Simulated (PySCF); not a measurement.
C3H9BO2, SMILES COCB(C)O.

Geometry optimised at r2SCAN-D4/def2-SVP. This is a generated structure with no PubChem entry under its InChIKey; it may be hypothetical. One conformer was computed; it need not be the lowest.

Two levels are set side by side: PBE/def2-TZVP (PySCF) and CAM-B3LYP/def2-TZVP (PySCF). Same geometry, gas phase. Differences are taken from unrounded values.

```
quantity                       PBE
---------------------------  -----
orbital gap (eV)              5.19
highest occupied level (eV)  -5.64
lowest empty level (eV)      -0.45
dipole moment (D)             1.76
mean polarisability (bohr³)   63.1
```

**Question.** These are the PBE values. What does CAM-B3LYP give? (An estimate is asked for; the answer gives what the named calculation found.)

**Answer.** 
| quantity | CAM-B3LYP | PBE minus CAM-B3LYP |
|---|---|---|
| orbital gap (eV) | 9.99 | -4.80 |
| highest occupied level (eV) | -8.66 | 3.02 |
| lowest empty level (eV) | 1.33 | -1.78 |
| dipole moment (D) | 1.96 | -0.20 |
| mean polarisability (bohr³) | 59.4 | 3.6 |

PBE's occupied levels lie high since its potential decays too fast outside the molecule; exact exchange lowers them and widens the gap. Loosely held outer electrons make PBE densities more polarisable. Differences between two approximate levels are no errors against the true value.

Rough cost on one machine, each run with all the roots and properties that it gave: CAM-B3LYP against PBE within a factor of 2.
